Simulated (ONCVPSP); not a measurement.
## Reading a pseudo-wave (chlorine (Cl))

Columns: radius, all-electron u(r) and pseudo u(r) of the 3p shell (level -8.73 eV) of chlorine in the configuration [Ne] 3s1.75 3p5.25; PBE, scalar-relativistic, ONCV scheme, ONCVPSP 4.0.1.

```
r (bohr)  all-electron  pseudo
   0.070       -0.1215  0.0045
   0.140       -0.2757  0.0181
   0.210       -0.3537  0.0406
   0.280       -0.3507  0.0717
   0.350       -0.2880  0.1110
   0.420       -0.1882  0.1579
   0.490       -0.0695  0.2113
   0.560        0.0547  0.2699
   0.630        0.1759  0.3322
   0.700        0.2886  0.3962
   0.770        0.3901  0.4600
   0.840        0.4789  0.5214
   0.910        0.5550  0.5785
   0.980        0.6185  0.6299
   1.050        0.6698  0.6744
   1.120        0.7098  0.7111
   1.190        0.7395  0.7397
   1.260        0.7600  0.7600
   1.330        0.7724  0.7724
   1.400        0.7778  0.7778
   1.470        0.7772  0.7772
   1.540        0.7717  0.7716
   1.610        0.7619  0.7619
   1.680        0.7487  0.7487
   1.750        0.7328  0.7328
   1.820        0.7147  0.7146
```

Question: How many radial nodes do the two functions have?

Answer: The all-electron 3p function has n − l − 1 = 1; the pseudo-wave has 0, since the states of the same l below it are removed with the core.

Question: At about which radius was the pseudo-wave matched?

Answer: 1.25 bohr, where the columns begin to agree (steps of 0.07 bohr).

Question: Where does each function peak?

Answer: Outermost all-electron maximum near 1.40 bohr, pseudo maximum near 1.40 bohr (to the table’s step).

Question: Is the pseudo-wave norm-conserving?

Answer: Yes: the ONCV scheme keeps the norm inside the radius equal to the all-electron one, which fixes the energy derivative of the logarithmic derivative at the level.
